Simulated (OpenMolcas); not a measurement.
How basis sets differ on AlNH3OF (SMILES [NH2][Al]([OH])[F])

AlNH3OF: 7 atoms, total charge 0, spin state singlet. SMILES: `[NH2][Al]([OH])[F]`. The shape is that of a PBE0-D4/def2-TZVP optimisation. This is one conformer, not always the lowest.

```xyz
7

N    -0.5698    0.9268   -0.5308
Al   -0.1333   -0.6300    0.1518
O     1.3684   -1.0042    0.8190
F    -1.2656   -1.8221    0.1465
H    -1.4732    1.1302   -0.9251
H     0.0296    1.7323   -0.5867
H     2.1052   -0.4010    0.8795
```

Each level gives the dipole moment (D). The values are calculated.

```csv
level,kind,program,value (D)
HF/ANO-RCC-MB (DKH2),Hartree–Fock,OpenMolcas,3.81
HF/ANO-XS-MB (DKH2),Hartree–Fock,OpenMolcas,4.53
HF/STO-3G,Hartree–Fock,OpenMolcas,2.16
HF/3-21G,Hartree–Fock,OpenMolcas,4.20
HF/cc-pVDZ,Hartree–Fock,OpenMolcas,3.83
```

The values span 2.16 to 4.53 D. Magnitudes only. Sets without polarisation functions give poor dipoles.
